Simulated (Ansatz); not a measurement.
`C=[CH][Ga]([F])[Br]` + H₂ → `C=[CH][GaH][F]` + HBr at 500 K and 1 bar (hydrogenolysis of a Ga–Br bond).

Calculated with Ansatz (gas phase, PBE0-D4/def2-TZVP geometries, no zero-point term in ΔE). CCSD(T)/CBS is the MP2 limit (def2-TZVPP, def2-QZVPP) plus CCSD(T) − MP2 in def2-TZVPP, frozen cores. This one scheme is used for every species. For Br, Ga outer-core shells are correlated without core-valence functions, which leaves a few kJ/mol of doubt a bond. Scalar relativity is left out up to krypton. One conformer a species, not always the lowest.

| species | CCSD(T)/CBS energy (Eh) | H − E (kJ/mol) | S (J/(mol·K)) |
| --- | --- | --- | --- |
| `C=[CH][Ga]([F])[Br]` | -4675.04437 | 162.0 | 425.9 |
| H₂ | -1.17544 | 41.0 | 145.5 |
| `C=[CH][GaH][F]` | -2102.25716 | 170.9 | 374.3 |
| HBr | -2573.91920 | 30.5 | 213.7 |

H − E and S are ideal-gas, rigid-rotor, harmonic terms from PBE0-D4/def2-TZVP, for one conformer and one mirror image of each species. For small species the MP2-based limit differs from directly extrapolated CCSD(T) by up to some mEh (0.8 for H₂); such offsets cancel only in part. 1 Eh = 2625.50 kJ/mol, R = 8.31446 J/(mol·K).

By hand: ΔE, ΔH, ΔS and ΔG.

ΔE = (-2102.25716) + (-2573.91920) − (-4675.04437) − (-1.17544) = 0.04345 Eh = 114.1 kJ/mol. Δ(H − E) = 170.9 + 30.5 − 162.0 − 41.0 = -1.6, so ΔH = 112.5 kJ/mol. ΔS = 374.3 + 213.7 − 425.9 − 145.5 = 16.6 J/(mol·K). ΔG = 112.5 − 500 × (16.6)/1000 = 104.2 kJ/mol.

By hand: the equilibrium constant, and the temperature at which ΔG would vanish if ΔH and ΔS stayed fixed.

log₁₀ K = −ΔG/(RT ln 10) = -10.9. ΔG = 0 at ΔH/ΔS = 6777 K, far beyond where these terms or the molecules hold.

ΔH outweighs TΔS. A doubt of 5 kJ/mol in ΔE shifts log₁₀ K by 0.5 here. Other conformers and mirror images would add mixing entropy, several J/(mol·K) or more a flexible species. These are equilibria of isolated gas molecules and say nothing of rates. Largest T1 diagnostic: 0.014 (customary marks: 0.02 for closed shells, 0.045 for open ones).
